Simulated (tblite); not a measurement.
A geometry optimisation, step by step.

Compound: C4H12BF3Si2.
Numbering: `[CH3:1][B:2]([CH3:3])[C:4]([SiH3:5])([SiH3:6])[C:7]([F:8])([F:9])[F:10]` (hydrogens: H11, H12, H13 on C1; H14, H15, H16 on C3; H17, H18, H19 on Si5; H20, H21, H22 on Si6)

Computed with GFN2-xTB (tblite), gas phase: L-BFGS steps from a force-field or distance-geometry start until the largest atomic force falls under 0.01 eV/Å. 8 of its 43 geometries are shown.

Step 0: E = -913.6338 eV, largest atomic force 1.744 eV/Å
```
atom  x, y, z in Å  |  force x, y, z in eV/Å
C1      2.032    0.833    0.858   -0.585  -0.241   0.102
B2      0.973   -0.155    0.161    0.007   0.173   0.225
C3      1.555   -1.584   -0.298   -0.938   0.426  -0.092
C4     -0.587    0.240   -0.054    1.163   0.688   1.056
Si5    -0.981    0.132   -1.882   -0.233   0.361  -1.176
Si6    -1.660   -1.046    0.839   -0.432  -0.209   0.645
C7     -0.945    1.652    0.473    0.416  -1.294  -0.296
F8     -2.281    1.926    0.267    1.404   0.213   0.397
F9     -0.199    2.615   -0.178   -1.090  -0.591   0.992
F10    -0.707    1.747    1.841   -0.450   0.383  -1.641
H11     3.024    0.361    0.901   -0.308   0.370   0.090
H12     2.103    1.767    0.271    0.042  -0.370   0.573
H13     1.700    1.070    1.905    0.431   0.004  -1.022
H14     1.960   -2.122    0.573   -0.027   0.206  -0.531
H15     2.352   -1.414   -1.042   -0.310  -0.312   0.437
H16     0.752   -2.200   -0.753    0.768   0.156   0.200
H17    -0.105    1.060   -2.625   -0.105  -0.129   0.112
H18    -2.385    0.503   -2.118    0.114  -0.021   0.050
H19    -0.779   -1.230   -2.388    0.015   0.069   0.089
H20    -1.434   -2.386    0.287    0.007   0.118  -0.008
H21    -3.079   -0.694    0.687    0.123  -0.019  -0.018
H22    -1.319   -1.056    2.274   -0.012   0.019  -0.187
```

Step 6: E = -914.0107 eV, largest atomic force 0.204 eV/Å
```
atom  x, y, z in Å  |  force x, y, z in eV/Å
C1      2.014    0.816    0.850   -0.027   0.034   0.021
B2      0.969   -0.157    0.175    0.006   0.050  -0.016
C3      1.509   -1.556   -0.298    0.022  -0.060  -0.020
C4     -0.549    0.215   -0.045    0.069   0.147   0.124
Si5    -0.983    0.154   -1.916   -0.007   0.059  -0.081
Si6    -1.673   -1.048    0.873   -0.021   0.016   0.070
C7     -0.912    1.580    0.455   -0.013  -0.024  -0.018
F8     -2.217    1.901    0.267   -0.010  -0.098  -0.033
F9     -0.239    2.592   -0.140    0.019  -0.122  -0.014
F10    -0.718    1.761    1.783    0.020  -0.103  -0.090
H11     3.012    0.385    0.911   -0.027   0.028   0.000
H12     2.099    1.760    0.312   -0.017  -0.004  -0.027
H13     1.716    1.089    1.861   -0.024  -0.006   0.021
H14     1.952   -2.093    0.538   -0.011  -0.044   0.091
H15     2.324   -1.427   -1.007    0.035   0.042  -0.084
H16     0.777   -2.211   -0.758   -0.038  -0.037  -0.018
H17    -0.098    1.072   -2.634   -0.017   0.014   0.007
H18    -2.389    0.512   -2.111    0.035   0.039   0.023
H19    -0.777   -1.218   -2.380    0.008   0.023  -0.015
H20    -1.435   -2.367    0.288   -0.007  -0.010   0.016
H21    -3.077   -0.686    0.684    0.011   0.035   0.020
H22    -1.316   -1.054    2.291   -0.007   0.020   0.022
```

Step 12: E = -914.0206 eV, largest atomic force 0.069 eV/Å
```
atom  x, y, z in Å  |  force x, y, z in eV/Å
C1      2.007    0.823    0.852    0.017  -0.008  -0.005
B2      0.977   -0.159    0.171   -0.032  -0.049   0.006
C3      1.513   -1.563   -0.301    0.006  -0.010  -0.005
C4     -0.539    0.204   -0.045   -0.053  -0.011  -0.029
Si5    -0.977    0.167   -1.918   -0.002  -0.009  -0.033
Si6    -1.671   -1.041    0.888   -0.015  -0.031   0.009
C7     -0.910    1.559    0.446    0.007   0.004   0.013
F8     -2.218    1.866    0.254    0.022   0.004  -0.001
F9     -0.235    2.567   -0.151   -0.027   0.019  -0.018
F10    -0.716    1.736    1.772   -0.023   0.009   0.021
H11     3.006    0.399    0.915    0.052  -0.002   0.018
H12     2.090    1.763    0.309   -0.033   0.025  -0.002
H13     1.706    1.092    1.865   -0.033   0.008  -0.014
H14     1.944   -2.097    0.546    0.045  -0.006  -0.048
H15     2.321   -1.423   -1.019    0.024  -0.055   0.035
H16     0.778   -2.219   -0.760    0.005   0.031   0.009
H17    -0.097    1.088   -2.639   -0.006   0.016   0.021
H18    -2.382    0.533   -2.101    0.025   0.032   0.012
H19    -0.774   -1.202   -2.385    0.006   0.002  -0.039
H20    -1.440   -2.360    0.301   -0.011  -0.020   0.033
H21    -3.072   -0.668    0.694    0.030   0.024   0.030
H22    -1.318   -1.044    2.309   -0.004   0.026  -0.015
```

Step 18: E = -914.0268 eV, largest atomic force 0.049 eV/Å
```
atom  x, y, z in Å  |  force x, y, z in eV/Å
C1      2.002    0.824    0.851   -0.018   0.000   0.002
B2      0.980   -0.170    0.171    0.034  -0.023  -0.027
C3      1.523   -1.572   -0.303   -0.001  -0.018  -0.002
C4     -0.538    0.189   -0.051    0.019  -0.022  -0.017
Si5    -0.971    0.172   -1.928    0.009   0.000   0.039
Si6    -1.669   -1.044    0.898    0.007   0.007  -0.010
C7     -0.912    1.544    0.440   -0.010   0.004  -0.005
F8     -2.220    1.849    0.246   -0.023   0.001   0.000
F9     -0.244    2.553   -0.163    0.008   0.025   0.032
F10    -0.724    1.721    1.767    0.013   0.035  -0.007
H11     3.009    0.418    0.925   -0.027   0.016  -0.005
H12     2.067    1.765    0.305    0.004  -0.005   0.003
H13     1.683    1.092    1.857    0.001   0.007   0.008
H14     1.958   -2.114    0.536   -0.011   0.003  -0.002
H15     2.335   -1.445   -1.020   -0.022   0.009   0.007
H16     0.777   -2.216   -0.760    0.022  -0.027  -0.009
H17    -0.097    1.111   -2.632    0.026   0.004   0.008
H18    -2.368    0.569   -2.091   -0.013  -0.010  -0.017
H19    -0.768   -1.190   -2.415   -0.009   0.016  -0.029
H20    -1.451   -2.372    0.330   -0.016  -0.013   0.025
H21    -3.062   -0.641    0.718   -0.022  -0.010  -0.001
H22    -1.319   -1.022    2.318    0.026   0.002   0.009
```

Step 24: E = -914.0288 eV, largest atomic force 0.042 eV/Å
```
atom  x, y, z in Å  |  force x, y, z in eV/Å
C1      1.995    0.824    0.850    0.002  -0.006  -0.010
B2      0.983   -0.177    0.165   -0.014   0.024   0.031
C3      1.526   -1.581   -0.305   -0.005   0.016   0.000
C4     -0.535    0.185   -0.053    0.003   0.020   0.019
Si5    -0.968    0.177   -1.928    0.001   0.006  -0.010
Si6    -1.669   -1.043    0.903    0.008   0.011   0.004
C7     -0.912    1.542    0.439    0.000   0.006   0.006
F8     -2.221    1.841    0.243    0.005   0.003  -0.001
F9     -0.247    2.556   -0.159    0.000  -0.014  -0.024
F10    -0.725    1.726    1.764   -0.003  -0.023   0.012
H11     3.006    0.428    0.928   -0.009  -0.005   0.001
H12     2.058    1.765    0.303   -0.011  -0.013   0.002
H13     1.673    1.094    1.856   -0.003  -0.013  -0.024
H14     1.962   -2.121    0.535   -0.001   0.001   0.005
H15     2.336   -1.451   -1.021    0.012   0.002  -0.008
H16     0.784   -2.229   -0.764   -0.005  -0.011  -0.001
H17    -0.088    1.117   -2.622    0.018   0.008   0.006
H18    -2.364    0.575   -2.095   -0.011  -0.003  -0.011
H19    -0.770   -1.178   -2.438    0.002  -0.004  -0.005
H20    -1.462   -2.381    0.352   -0.002   0.003   0.005
H21    -3.063   -0.638    0.727   -0.004  -0.012   0.000
H22    -1.308   -1.013    2.321    0.016   0.005   0.003
```

Step 30: E = -914.0294 eV, largest atomic force 0.023 eV/Å
```
atom  x, y, z in Å  |  force x, y, z in eV/Å
C1      1.993    0.822    0.848   -0.003   0.001   0.004
B2      0.981   -0.179    0.167   -0.014   0.012  -0.013
C3      1.525   -1.581   -0.306   -0.001  -0.005   0.001
C4     -0.536    0.186   -0.053   -0.017  -0.003  -0.002
Si5    -0.967    0.180   -1.929   -0.001   0.001  -0.016
Si6    -1.668   -1.041    0.906   -0.007  -0.010   0.011
C7     -0.913    1.542    0.439    0.001  -0.006  -0.006
F8     -2.222    1.842    0.243    0.005   0.001   0.005
F9     -0.248    2.554   -0.162    0.000   0.000   0.009
F10    -0.725    1.724    1.765    0.001   0.004  -0.011
H11     3.004    0.428    0.928    0.001  -0.004  -0.005
H12     2.053    1.763    0.301    0.002  -0.004  -0.004
H13     1.669    1.091    1.853   -0.001  -0.001   0.008
H14     1.961   -2.120    0.534    0.007  -0.003   0.013
H15     2.337   -1.450   -1.021    0.005   0.006  -0.004
H16     0.787   -2.232   -0.765   -0.014   0.001  -0.006
H17    -0.079    1.121   -2.615   -0.005  -0.005   0.012
H18    -2.365    0.575   -2.100    0.018   0.000  -0.004
H19    -0.769   -1.173   -2.445    0.006   0.008   0.007
H20    -1.465   -2.381    0.360    0.008   0.001  -0.001
H21    -3.063   -0.642    0.730    0.006  -0.002   0.008
H22    -1.299   -1.008    2.322    0.004   0.007  -0.004
```

Step 36: E = -914.0297 eV, largest atomic force 0.023 eV/Å
```
atom  x, y, z in Å  |  force x, y, z in eV/Å
C1      1.990    0.821    0.847    0.001   0.002  -0.001
B2      0.977   -0.178    0.164    0.008  -0.022   0.000
C3      1.524   -1.581   -0.306   -0.003  -0.003  -0.004
C4     -0.541    0.184   -0.054    0.008  -0.001  -0.002
Si5    -0.965    0.181   -1.932    0.001  -0.001   0.006
Si6    -1.667   -1.042    0.910    0.002   0.001  -0.004
C7     -0.914    1.541    0.438   -0.002   0.002   0.003
F8     -2.223    1.843    0.244   -0.006   0.003  -0.002
F9     -0.247    2.553   -0.162   -0.003   0.001  -0.001
F10    -0.725    1.722    1.764   -0.002   0.003   0.003
H11     3.000    0.426    0.926    0.001  -0.010  -0.002
H12     2.050    1.760    0.299    0.000   0.012  -0.001
H13     1.666    1.089    1.852   -0.001   0.005   0.004
H14     1.961   -2.119    0.536   -0.010   0.007  -0.011
H15     2.336   -1.448   -1.021   -0.011  -0.002   0.006
H16     0.786   -2.233   -0.765    0.008   0.003   0.004
H17    -0.074    1.124   -2.609    0.001   0.003  -0.003
H18    -2.361    0.577   -2.107   -0.001   0.006  -0.006
H19    -0.765   -1.171   -2.447    0.006  -0.004  -0.001
H20    -1.463   -2.382    0.364    0.005   0.000   0.003
H21    -3.064   -0.645    0.736    0.000  -0.002   0.009
H22    -1.292   -1.002    2.324   -0.002  -0.001  -0.001
```

Step 42: E = -914.0298 eV, largest atomic force 0.007 eV/Å
```
atom  x, y, z in Å  |  force x, y, z in eV/Å
C1      1.988    0.820    0.846    0.000  -0.004  -0.001
B2      0.976   -0.180    0.164   -0.002   0.005  -0.003
C3      1.522   -1.582   -0.307   -0.001   0.002   0.002
C4     -0.542    0.184   -0.055   -0.003   0.003  -0.001
Si5    -0.964    0.182   -1.932    0.002   0.002   0.002
Si6    -1.667   -1.043    0.911    0.001   0.001   0.002
C7     -0.915    1.541    0.438   -0.002   0.003   0.000
F8     -2.224    1.844    0.244   -0.002  -0.003  -0.001
F9     -0.248    2.552   -0.163   -0.001   0.002  -0.002
F10    -0.725    1.722    1.764   -0.004   0.000   0.001
H11     2.998    0.422    0.924    0.001   0.007   0.002
H12     2.050    1.761    0.299    0.003  -0.006   0.002
H13     1.666    1.089    1.852    0.004  -0.002  -0.002
H14     1.958   -2.118    0.535    0.000  -0.004  -0.001
H15     2.334   -1.448   -1.021   -0.001  -0.003  -0.001
H16     0.785   -2.234   -0.766   -0.001   0.002   0.000
H17    -0.071    1.126   -2.606    0.003   0.000  -0.004
H18    -2.359    0.580   -2.112    0.001  -0.001  -0.001
H19    -0.761   -1.170   -2.449    0.001   0.002   0.001
H20    -1.459   -2.383    0.367    0.001   0.000   0.001
H21    -3.064   -0.648    0.743   -0.002  -0.002   0.001
H22    -1.289   -1.000    2.324    0.001  -0.003   0.005
```

Problem. Summarise the path.

Solution. The energy falls by 38.21 kJ/mol from step 0 to step 42; nine tenths of that is first reached at step 4. It falls at every step. The largest force goes from 1.744 to 0.007 eV/Å. Among the bonds C4–C7 changes most, from 1.549 to 1.491 Å; the atoms move by 0.073 Å rms after alignment.

Problem. Follow the three bonds and two angles with the largest change from start to end.

Solution. 
```tsv
step	E above end (kJ/mol)	largest force (eV/Å)	C4–C7 (Å)	C4–Si5 (Å)	B2–C4 (Å)	B2–C3–H16 (°)	H14–C3–H15 (°)
0	38.21	1.744	1.549	1.873	1.625	110.4	110.1
2	5.35	0.761	1.490	1.937	1.586	113.8	106.5
4	2.88	0.239	1.499	1.924	1.579	115.0	105.3
5	2.60	0.219	1.500	1.922	1.579	115.1	105.2
7	1.57	0.132	1.495	1.924	1.577	115.8	104.7
9	1.28	0.108	1.490	1.929	1.575	115.8	105.2
11	0.99	0.115	1.488	1.927	1.573	115.8	106.1
13	0.79	0.072	1.490	1.922	1.573	115.6	106.4
15	0.57	0.101	1.490	1.921	1.575	115.2	106.2
16	0.45	0.081	1.490	1.923	1.575	114.9	105.9
18	0.29	0.049	1.489	1.926	1.576	114.7	105.4
20	0.23	0.039	1.490	1.925	1.576	114.7	105.4
22	0.16	0.051	1.492	1.924	1.577	114.9	105.4
24	0.10	0.042	1.492	1.924	1.576	115.0	105.5
26	0.07	0.021	1.491	1.925	1.576	115.1	105.6
27	0.07	0.023	1.491	1.926	1.576	115.2	105.6
29	0.05	0.020	1.491	1.925	1.576	115.2	105.5
31	0.03	0.028	1.492	1.925	1.576	115.2	105.5
33	0.02	0.013	1.491	1.924	1.576	115.1	105.5
35	0.02	0.017	1.491	1.925	1.576	115.1	105.5
37	0.01	0.018	1.491	1.924	1.576	115.1	105.5
38	0.01	0.011	1.491	1.924	1.576	115.1	105.5
40	0.00	0.012	1.491	1.924	1.576	115.2	105.5
42	0.00	0.007	1.491	1.924	1.576	115.2	105.5
```

The cost below is that of the whole relaxation. Hardware: an Arm Neoverse V1 with one thread, no GPU, shared host. Cost: 0.44 s.
